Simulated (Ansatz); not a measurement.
`[Cl][GeH2][GeH3]` and `[GeH3][GeH3]` differ in one atom or group.

Ansatz, PBE0-D4/def2-TZVP geometries, multiplicity 1. 

Scalar relativity is left out up to krypton.

| property | `[Cl][GeH2][GeH3]` |
| --- | --- |
| LUMO energy (ωB97M-V/def2-TZVPP) / eV | 1.33 |
| HOMO–LUMO gap (PBE0/def2-TZVPP) / eV | 7.52 |
| HOMO energy (PBE0/def2-TZVPP) / eV | -8.09 |
| HOMO energy (ωB97M-V/def2-TZVPP) / eV | -10.14 |
| HOMO energy (PBE/def2-TZVPP) / eV | -6.91 |
| size of the dipole moment (ωB97M-V/def2-TZVPP) / D | 2.12 |

(1) What does the change do to each property? (Estimate.)

Results:

(1) Computed: 
```csv
property,`[GeH3][GeH3]`,shift
LUMO energy (ωB97M-V/def2-TZVPP) / eV,2.03,0.70
HOMO–LUMO gap (PBE0/def2-TZVPP) / eV,8.57,1.05
HOMO energy (PBE0/def2-TZVPP) / eV,-8.20,-0.11
HOMO energy (ωB97M-V/def2-TZVPP) / eV,-10.23,-0.09
HOMO energy (PBE/def2-TZVPP) / eV,-7.12,-0.21
size of the dipole moment (ωB97M-V/def2-TZVPP) / D,0.00,-2.12
```

With PBE0 the HOMO falls by 0.11 eV and the LUMO rises by 0.94 eV, so the gap widens by about 1.05 eV. PBE moves the HOMO by -0.21 eV and ωB97M-V by -0.09 eV.
